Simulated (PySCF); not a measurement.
Two-component Hartree-Fock for Hf⁶⁹⁺ (hafnium, charge +69)

Start: [He] 2s1; 2s1/2 filled at m_j = +1/2. Calculated with PySCF 2.14 in an uncontracted even-tempered set (16 s from 56 bohr⁻², ratio 2.4; 13 p from 72 bohr⁻², ratio 2.4; 5 d from 220 bohr⁻², ratio 2.6; 4 f from 330 bohr⁻², ratio 2.6): generalised Hartree-Fock with the X2C-1e Hamiltonian and a Gaussian nucleus; one run each with spin-orbit coupling (SO) switched off, then screened by Boettger's factors.

```json
{"spinor shell": "1s1/2", "electrons": "2", "ε, spin-free (eV)": "-74307.0", "ε, screened SO (eV)": "-74307.0", "weight of nominal j (screened SO)": "1.000", "rms radius, screened SO (bohr)": "0.0214"}
{"spinor shell": "2s1/2", "electrons": "1", "ε, spin-free (eV)": "-18526.1", "ε, screened SO (eV)": "-18526.1", "weight of nominal j (screened SO)": "1.000", "rms radius, screened SO (bohr)": "0.0826"}
```

| quantity | spin-free | screened SO |
| --- | --- | --- |
| E (hartree) | -6227.69928 | -6227.69928 |
| M_J | 1/2 | 1/2 |
| ⟨J²⟩ | 0.750 | 0.750 |
| ⟨L²⟩ | 0.000 | 0.000 |
| ⟨S²⟩ | 0.750 | 0.750 |

Each row is a mean over spinors that exchange with the open shell spreads, by up to 64.390 eV (1s1/2).

Breit and QED terms are absent; they matter most for the inner s and p1/2 levels.

Densities and radii are taken from the X2C orbitals without a picture-change correction, which distorts them close to the nucleus.

Without spin-orbit coupling the j labels of p, d and f shells carry no meaning; the spin-free column gives the mean over the occupied spinors of each nl shell.
